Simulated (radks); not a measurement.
The fluorine ion F2+, 7 electrons, occupied as [He] 2s2 2p2 4p1 (not the ground configuration).

Calculated with a radial shooting solver on a logarithmic mesh with Libxc functionals: Dirac Kohn-Sham, BLYP, spin-unpolarised, spherical densities, point nucleus; open shells fill j = l - 1/2 first.

Energy parts (Ry):
part                      energy
total                 -191.72548
kinetic                191.78362
electron-nucleus      -431.60819
Hartree                 65.25824
exchange-correlation   -17.15915

Orbitals (lengths in bohr, moments of r in powers of bohr):
orbital,occ.,eigenvalue (Ry),<1/r>
1s1/2,2,-54.09692,8.639
2s1/2,2,-6.26779,1.660
2p1/2,2,-4.92871,1.570
2p3/2,0,-4.92126,1.567
4p1/2,1,-0.62916,0.2391
4p3/2,0,-0.62882,0.2390

The highest occupied level is 4p1/2 at -8.560 eV. The configuration is held as typed, so some empty levels lie below it. The density falls to 0.001 e/bohr^3 at r = 2.53 bohr. Summed over all electrons, <r^2> = 41.65 bohr^2, which gives a Langevin (diamagnetic) susceptibility term of -33 x 10^-6 cm^3/mol.
